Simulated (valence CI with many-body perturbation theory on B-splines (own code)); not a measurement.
Results of a calculation; reference values are marked as such.
Level structure of Ir⁶⁴⁺

Level of theory: relativistic CI+MBPT: three valence electrons over a frozen Dirac-Fock core [Ne], radial functions for each j: 11 s, 11 p, 10 d, 8 f, 5 g, 2 h, with the one-electron correlation potential Σ1, the two-electron term Σ2, the three-electron term Σ3, Breit, model QED; selected CI, second order for the rest, scaled by the run's own slope (own B-spline code, finite nucleus).

The last digits are not significant, and no measured levels were compared; by estimate large intervals hold to a few tenths of a per cent, small ones and those within an open d or f shell to about a per cent.

Levels 46 to 90 of 157, with energies above the lowest level, (3s^2 3p1/2) J=1/2. "Leading %" is the weight of the configuration and term that name the level; weights of strongly mixed levels are sums over their largest components and can fall short, so below about 35 % the name and the second component can differ from the true leading terms, or belong to a minority configuration. In the jj column 3d3/2^4 stands for four electrons in 3d with j = 3/2.

```csv
No.,Configuration,Term,J,E (Ry),Leading %,Leading jj,g,Second component
46,3p²3d,²D,3/2,108.69,33,3p1/2 3p3/2 3d3/2 (81 %),1.069,22 % 3p²3d ²P
47,3p²3d,²D,5/2,108.77,30,3p1/2 3p3/2 3d3/2 (84 %),1.127,22 % 3p²3d ⁴F
48,3p²3d,⁴P,1/2,109.05,31,3p1/2 3p3/2 3d3/2 (86 %),1.684,30 % 3p²3d ²P
49,3s3d²,⁴F,3/2,110.82,69,3s 3d3/2^2 (80 %),0.580,14 % 3s3d² ²D
50,3s3d²,⁴F,5/2,111.90,43,3s 3d3/2^2 (76 %),1.063,21 % 3s3d² ²D
51,3s3d²,⁴P,1/2,113.40,56,3s 3d3/2^2 (83 %),2.225,25 % 3s3d² ²S
52,3p²3d,⁴D,7/2,113.55,48,3p1/2 3p3/2 3d5/2 (98 %),1.295,33 % 3p²3d ⁴F
53,3p²3d,²G,9/2,114.13,59,3p1/2 3p3/2 3d5/2 (91 %),1.170,32 % 3p²3d ⁴F
54,3p²3d,²P,3/2,114.44,50,3p1/2 3p3/2 3d5/2 (94 %),1.327,21 % 3p²3d ⁴P
55,3p²3d,²D,5/2,114.76,44,3p1/2 3p3/2 3d5/2 (90 %),1.117,20 % 3p²3d ⁴D
56,3p²3d,²F,7/2,115.68,49,3p1/2 3p3/2 3d5/2 (77 %),1.127,18 % 3p²3d ⁴F
57,3p²3d,⁴P,5/2,115.85,42,3p1/2 3p3/2 3d5/2 (93 %),1.256,24 % 3p²3d ²F
58,3p²3d,²P,1/2,116.67,44,3p1/2 3p3/2 3d5/2 (85 %),1.225,36 % 3p²3d ²S
59,3p²3d,²D,3/2,116.96,59,3p1/2 3p3/2 3d5/2 (92 %),0.939,13 % 3p²3d ⁴D
60,3s3d²,⁴F,7/2,117.90,78,3s 3d3/2 3d5/2 (81 %),1.188,10 % 3p²3d ²F
61,3s3d²,⁴F,5/2,117.99,47,3s 3d3/2 3d5/2 (96 %),1.174,25 % 3s3d² ⁴P
62,3s3d²,⁴P,3/2,118.47,84,3s 3d3/2 3d5/2 (99 %),1.546,9 % 3s3d² ²D
63,3s3d²,²G,9/2,119.16,57,3s 3d3/2 3d5/2 (88 %),1.182,34 % 3s3d² ⁴F
64,3s3d²,²F,5/2,119.73,49,3s 3d3/2 3d5/2 (84 %),1.118,29 % 3s3d² ⁴P
65,3s3d²,²G,7/2,119.75,73,3s 3d3/2 3d5/2 (94 %),0.950,21 % 3s3d² ²F
66,3s3d²,²P,3/2,120.16,35,3s 3d3/2 3d5/2 (84 %),1.070,33 % 3s3d² ²D
67,3s3d²,²P,1/2,120.90,56,3s 3d3/2 3d5/2 (80 %),1.210,24 % 3s3d² ⁴P
68,3p3d²,⁴G°,5/2,122.00,52,3p1/2 3d3/2^2 (100 %),0.735,36 % 3p3d² ²F°
69,3s3d²,⁴F,9/2,125.06,64,3s 3d5/2^2 (96 %),1.242,35 % 3s3d² ²G
70,3p³,²P°,3/2,125.21,31,3p3/2^3 (62 %),1.100,18 % 3p³ ²D°
71,3p3d²,²P°,1/2,125.34,45,3p1/2 3d3/2^2 (99 %),0.644,39 % 3p3d² ⁴D°
72,3p3d²,⁴F°,3/2,125.39,22,3p1/2 3d3/2^2 (61 %),0.966,20 % 3p³ ²P°
73,3s3d²,²D,5/2,126.19,51,3s 3d5/2^2 (97 %),1.315,38 % 3s3d² ⁴P
74,3s3d²,²F,7/2,126.83,64,3s 3d5/2^2 (93 %),1.096,20 % 3s3d² ²G
75,3s3d²,²P,3/2,127.30,51,3s 3d5/2^2 (92 %),1.105,36 % 3s3d² ²D
76,3s3d²,²S,1/2,128.75,66,3s 3d5/2^2 (95 %),1.856,16 % 3s3d² ⁴P
77,3p3d²,⁴G°,7/2,129.98,57,3p1/2 3d3/2 3d5/2 (100 %),1.004,14 % 3p3d² ²G°
78,3p3d²,²D°,5/2,130.25,25,3p1/2 3d3/2 3d5/2 (100 %),1.053,23 % 3p3d² ⁴F°
79,3p3d²,⁴D°,3/2,130.79,42,3p1/2 3d3/2 3d5/2 (99 %),1.147,21 % 3p3d² ²D°
80,3p3d²,⁴P°,1/2,131.01,49,3p1/2 3d3/2 3d5/2 (100 %),1.762,28 % 3p3d² ⁴D°
81,3p3d²,²H°,9/2,131.19,52,3p1/2 3d3/2 3d5/2 (99 %),1.010,32 % 3p3d² ²G°
82,3p3d²,⁴D°,5/2,132.94,28,3p1/2 3d3/2 3d5/2 (99 %),1.134,18 % 3p3d² ⁴F°
83,3p3d²,²F°,7/2,133.36,46,3p1/2 3d3/2 3d5/2 (98 %),1.106,28 % 3p3d² ²G°
84,3p3d²,²P°,3/2,133.77,32,3p1/2 3d3/2 3d5/2 (99 %),1.340,25 % 3p3d² ⁴D°
85,3p3d²,⁴D°,7/2,138.82,37,3p1/2 3d5/2^2 (98 %),1.218,30 % 3p3d² ²F°
86,3p3d²,²G°,9/2,139.19,31,3p1/2 3d5/2^2 (98 %),1.113,28 % 3p3d² ⁴G°
87,3p3d²,²P°,3/2,139.69,29,3p1/2 3d5/2^2 (99 %),1.320,24 % 3p3d² ²D°
88,3p3d²,²F°,5/2,139.89,39,3p1/2 3d5/2^2 (99 %),1.088,21 % 3p3d² ⁴D°
89,3p²3d,²D,3/2,140.16,34,3p3/2^2 3d3/2 (99 %),1.140,25 % 3p²3d ⁴P
90,3p²3d,⁴D,5/2,140.75,27,3p3/2^2 3d3/2 (96 %),1.161,23 % 3p²3d ²F
```
